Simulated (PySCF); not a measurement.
C₃HCl₂F (SMILES FC(Cl)=C=CCl), singlet, at a GFN2-xTB geometry. Base run: CCSD(T)/cc-pVDZ (PySCF).

PySCF was given this input:
```python
from pyscf import gto, scf, cc

mol = gto.M(
    atom='''
F    -1.82372083   -1.32490623   -0.10147089
C    -0.91125105   -0.42089370   -0.47511230
Cl   -1.54786662    0.73951826   -1.58212514
C     0.32924237   -0.46065811   -0.09233386
C     1.55626299   -0.41077582    0.32623654
Cl    2.02994582    0.47238314    1.73037117
H     2.37261520   -0.92420187   -0.15968663
''',
    basis='cc-pvdz',
    verbose=4,
    max_memory=1800,
)

mf = scf.RHF(mol)
mf.kernel()

mycc = cc.CCSD(mf, frozen=14)
mycc.kernel()
et = mycc.ccsd_t()
print('E(CCSD(T)) = %.10f' % (mycc.e_tot + et))
```

Each row names what was changed in the base input (with any setting that the change needs).

```json
[
 {"change": "base", "ΔE vs base (kcal/mol)": "0.000", "MP2 correlation (Eh)": "-0.83662", "CC correlation without the perturbative part (Eh)": "-0.87511", "basis functions": "97", "core-seconds (rough)": "50"},
 {"change": "method = mp2", "ΔE vs base (kcal/mol)": "42.51", "MP2 correlation (Eh)": "-0.83662", "CC correlation without the perturbative part (Eh)": "-", "basis functions": "97", "core-seconds (rough)": "5"},
 {"change": "method = cisd", "ΔE vs base (kcal/mol)": "120.6", "MP2 correlation (Eh)": "-", "CC correlation without the perturbative part (Eh)": "-", "basis functions": "97", "core-seconds (rough)": "20"},
 {"change": "method = ccsd", "ΔE vs base (kcal/mol)": "18.36", "MP2 correlation (Eh)": "-0.83662", "CC correlation without the perturbative part (Eh)": "-0.87511", "basis functions": "97", "core-seconds (rough)": "20"}
]
```
